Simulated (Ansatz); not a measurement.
Reactions of `Br[SiH]1NCO1`.

Program: Ansatz. Geometries: PBE0-D4/def2-TZVP. ΔE: electronic, gas phase. CCSD(T)/CBS adds triple-zeta CCSD(T) − MP2 to the extrapolated MP2 energy (def2 sets, frozen cores). This one scheme is used for every species, atoms too. For atomizations the MP2-based limit and the directly extrapolated one differ by several kJ/mol either way, and by 10 to 25 for some Ge, Se and Sn compounds, so smaller differences from it don't rank the levels. Functionals use def2-TZVPP. Open shells (•) are unrestricted, without spin–orbit coupling. Spin–orbit coupling would lower the free atoms: a little for C, O, Si; clearly for Br. For Br, Se outer-core shells are correlated without core-valence functions, so the limit isn't a true one: a few kJ/mol of doubt a bond, and 10 to 20 or more in all where bonds break to atoms. Scalar relativity is left out up to krypton. Each species was taken in one conformer, which may not be the lowest.

| reaction | CCSD/CBS(def2) (eV) | ωB97X-V (eV) | MP2/CBS(def2) (eV) | r2SCAN-D4 (eV) |
| --- | --- | --- | --- | --- |
| `Br[SiH]1NCO1` + `[SiH3][SeH]` → `C1N[SiH2]O1` + `[SeH][SiH2]Br` | 0.22 | 0.23 | 0.21 | 0.26 |
| `Br[SiH]1NCO1` + H–F → `F[SiH]1NCO1` + HBr | -0.56 | -0.60 | -0.45 | -0.57 |
| `Br[SiH]1NCO1` + `C=C[SiH](F)Cl` → `Cl[SiH]1NCO1` + `C=C[SiH](F)Br` | 0.00 | 0.00 | 0.00 | 0.00 |
| `Br[SiH]1NCO1` → `N=C(Br)[SiH2]O` | 1.58 | 1.62 | 1.60 | 1.48 |
| `Br[SiH]1NCO1` → `N=C[SiH](O)Br` | 0.21 | 0.32 | 0.27 | 0.25 |
| `Br[SiH]1NCO1` → `C=N[SiH](O)Br` | -0.41 | -0.27 | -0.37 | -0.34 |
| `Br[SiH]1NCO1` + HCl → `Cl[SiH]1NCO1` + HBr | -0.04 | -0.07 | -0.03 | -0.06 |
| `Br[SiH]1NCO1` + H₂ → `C1N[SiH2]O1` + HBr | 0.98 | 0.97 | 1.14 | 1.08 |
| `Br[SiH]1NCO1` → Br• + C• + 4 H• + N• + O• + Si• | 33.97 | 34.72 | 35.55 | 34.56 |
| `Br[SiH]1NCO1` → `N[SiH](Br)C=O` | 0.65 | 0.67 | 0.72 | 0.62 |

Problem. Give the CCSD(T)/CBS values in the same order. (Best estimate.)

Solution. The calculation gave: 0.22, -0.52, 0.00, 1.51, 0.18, -0.41, -0.04, 1.03, 34.62, 0.63 eV.

Largest T1 diagnostic: 0.012, for `F[SiH]1NCO1`.
